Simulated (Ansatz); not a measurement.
`NC#CCO` and `BC#CN` differ in one atom or group.

Ansatz, PBE0-D4/def2-TZVP geometries, multiplicity 1. Each molecule was computed in one conformer, which needn't be the lowest.

```csv
property,`NC#CCO`
HOMO–LUMO gap (ωB97M-V/def2-TZVPP) / eV,10.84
"ideal-gas entropy at 298 K and 1 bar (rigid rotor, harmonic PBE0-D4/def2-TZVP) / J/(mol·K)",322
size of the dipole moment (ωB97M-V/def2-TZVPP) / D,3.24
HOMO–LUMO gap (B3LYP/def2-TZVPP) / eV,6.63
HOMO energy (PBE0/def2-TZVPP) / eV,-6.51
size of the dipole moment (B3LYP/def2-TZVPP) / D,3.29
```

Give the same properties after the change, and the shifts. (An estimate is asked.)

Ansatz gave: 
```
                                                                                  property  `BC#CN`  shift
                                                   HOMO–LUMO gap (ωB97M-V/def2-TZVPP) / eV     9.95  -0.89
ideal-gas entropy at 298 K and 1 bar (rigid rotor, harmonic PBE0-D4/def2-TZVP) / J/(mol·K)      286    -36
                                        size of the dipole moment (ωB97M-V/def2-TZVPP) / D     4.23   0.99
                                                     HOMO–LUMO gap (B3LYP/def2-TZVPP) / eV     5.50  -1.13
                                                        HOMO energy (PBE0/def2-TZVPP) / eV    -7.06  -0.55
                                          size of the dipole moment (B3LYP/def2-TZVPP) / D     4.33   1.04
```

With PBE0 the HOMO falls by 0.55 eV and the LUMO falls by 1.89 eV, so the gap narrows by about 1.34 eV. PBE moves the HOMO by -0.72 eV and ωB97M-V by -0.47 eV. The zero-point energy changes by -58.8 kJ/mol with -6 modes. Dipoles are sizes alone; their direction can turn.

B3LYP here is the variant with VWN-RPA as its local correlation; programs differ in this.
